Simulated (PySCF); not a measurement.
# SiBi: energy against distance

Set-up: Si cc-pV(D+d)Z, Bi cc-pVDZ-PP with ECP60; scalar-relativistic core potentials (PySCF 2.14). Energies in eV from Si + Bi in their ground configurations at the same level. All curves are PBE0. state 1: ²Π (doublet), unpaired electrons π ↑; state 2: ²Σ⁺ (doublet), unpaired electrons σ ↑, a second solution, started from another occupation; state 3: ⁴Π (quartet), unpaired electrons π ↑↑↑, a second solution, started from another occupation; state 4: Ms = 0.5 determinant of mixed spin (⟨S²⟩ near 1.8), unpaired electrons π ↑↑↓, a mixture of terms (⟨Lz²⟩ = 3.0), a second solution, started from another occupation.

```csv
R (Å),state 1,state 2,state 3,state 4
2.119,-1.207,-1.619,1.428,1.802
2.218,-1.909,-2.049,0.339,0.706
2.316,-2.294,-2.205,-0.404,-0.044
2.390,-2.429,-2.196,-0.790,-0.434
2.464,-2.466,-2.111,-1.063,-0.711
2.538,-2.429,-1.984,-1.247,-0.898
2.636,-2.303,-1.786,-1.383,-1.038
2.760,-2.090,-1.518,-1.426,-1.084
2.908,-1.804,-1.193,-1.353,-1.014
3.105,-1.420,-0.785,-1.136,-0.797
```

Problem. Put a parabola through the three lowest points of the state 1 curve and estimate Re, k and ωe (reduced mass 24.67 u; 1 eV/Å² = 0.16022 mdyn/Å; ωe = 1302.8·√(k/μ) cm⁻¹).

Solution. Through R = 2.39, 2.464, 2.538 Å the second-order coefficient is 6.76 eV/Å², so Re ≈ 2.464 Å, k ≈ 2.17 mdyn/Å and ωe ≈ 386 cm⁻¹. A polynomial fit of higher order to the unrounded PBE0 energies gives Re = 2.460 Å, k = 2.19 mdyn/Å, ωe = 388 cm⁻¹; anharmonicity and rounding make the difference.

The higher-order fit for each curve: state 1: Re = 2.460 Å, ωe = 388 cm⁻¹, De = 2.47 eV; state 3: Re = 2.745 Å, ωe = 270 cm⁻¹, minimum 1.43 eV below the ground-state fragments; state 4: Re = 2.748 Å, ωe = 270 cm⁻¹, minimum 1.08 eV below the ground-state fragments. State 2 gave no clean fit.

⟨S²⟩ of the unrestricted solution departs from its pure value on part of the curve, where spin states mix. Spin–orbit coupling is left out, which matters for elements this heavy, above all for dissociation energies. The state was picked by a PBE0 search and need not be the measured ground state.
